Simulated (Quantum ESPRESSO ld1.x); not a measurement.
The numbers below are computed, except where a source is named.
Task: These are the eigenvalues of the occupied orbitals of an atom or ion with whole-number occupations (hartree). Code: ld1.x of Quantum ESPRESSO 7.5. Model: scalar-relativistic Kohn-Sham, revPBE, spin-unpolarised, spherical densities, point nucleus.

1s: -2112.74
2s: -358.339
2p: -317.363
3s: -83.4750
3p: -71.0131
3d: -55.4325
4s: -19.7190
4p: -15.6111
4d: -10.1068
5s: -5.49341
5p: -4.38729
4f: -4.03601

Which element is it, and in what charge state? The configuration may be excited.

Result: Z = 68, erbium, charge +7: Er7+ in [Kr] 4d10 4f10 5s2 5p3. The list shows which subshells hold electrons but not how many an open one holds; the 1s level, -2112.7 hartree, gives Z - s = 65.0 by -(Z - s)^2/2, which with screening and relativity narrows Z to a few neighbours, and the depths of the outer levels then fix element, charge and occupations together.
